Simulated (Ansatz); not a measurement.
F₂H₅NOSi₂ (`O[SiH](F)N[SiH2]F`). The species carries charge 0 and has multiplicity 1. The structure was optimised at the PBE0-D4/def2-TZVP level. It is one conformer, not always the lowest.

```xyz
11

O     2.329    0.520    0.861
Si    1.233    0.446   -0.342
F     2.086   -0.056   -1.583
N    -0.046   -0.637    0.002
Si   -1.733   -0.364   -0.106
F    -2.343    0.089    1.303
H     2.009    0.691    1.748
H     0.633    1.749   -0.686
H     0.230   -1.555    0.328
H    -2.419   -1.623   -0.468
H    -1.978    0.741   -1.056
```

Problem. What is the dipole moment at ωB97M-V/def2-TZVPP? (Estimate.)

Solution. The calculation gave: 1.48 D, with components (-0.70, -0.61, 1.15) D in this frame, pointing from negative to positive charge.

Problem. And with PBE, r2SCAN, B3LYP? (Estimate.)

Solution. Computed: PBE 1.44 D, r2SCAN 1.47 D, B3LYP 1.45 D.

Problem. Give the Mulliken charges with ωB97M-V, PBE, B3LYP in def2-TZVPP. (Best estimate.)

Solution. Computed: 
```tsv
atom	ωB97M-V	PBE	B3LYP
O1	-0.36	-0.33	-0.37
Si2	0.67	0.59	0.71
F3	-0.30	-0.27	-0.31
N4	-0.35	-0.28	-0.34
Si5	0.51	0.50	0.59
F6	-0.32	-0.28	-0.33
H7	0.18	0.19	0.19
H8	-0.06	-0.10	-0.10
H9	0.11	0.14	0.13
H10	-0.04	-0.08	-0.08
H11	-0.04	-0.08	-0.08
```

B3LYP here is the variant with VWN-RPA as its local correlation; programs differ in this.
